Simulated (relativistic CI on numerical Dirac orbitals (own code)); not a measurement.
**Ru³⁺: 3p photoemission**

Computed with this model: Dirac-Coulomb-Breit CI, KLI orbitals optimised for each configuration, QED by a radiative potential, valence Slater integrals scaled by 0.8, multiplet model of photoemission in the sudden approximation; configurations [Kr] 4d5 → [Ne] 3s2 3p5 3d10 4s2 4p6 4d5; 300 K; Lorentzian 2.8 eV and Gaussian 0.6 eV FWHM. Energies are those of the free ion, without screening or charge transfer. The energies are binding energies and can lie tens of eV above those of solids. S is read from ⟨S²⟩ = S(S + 1).

Field parameters in Wybourne normalisation: Oh B⁴₀ = 21Dq, B⁴₄ = √(5/14) B⁴₀. The field is a parameter set, without covalency.

free ion: ground-state S = 2.49, centroid 518.38 eV. Peaks (eV, height): 511.0 (100), 533.4 (54).

Oh, 10Dq = 27050 cm⁻¹: ground-state S = 0.53, centroid 518.80 eV. Peaks (eV, height): 511.0 (100), 533.8 (53).

Strongest unbroadened transitions for Oh, 10Dq = 27050 cm⁻¹:

```tsv
Energy (eV)	Relative strength
510.98	46.4
511.04	89.4
511.08	68.2
511.31	3.7
511.34	20.5
511.61	3.6
511.74	7.4
511.93	28.1
512.30	0.2
512.38	0.3
512.71	0.3
512.78	0.2
514.53	0.3
515.78	0.4
515.81	0.4
533.87	100.0
533.90	34.0
534.04	2.0
```
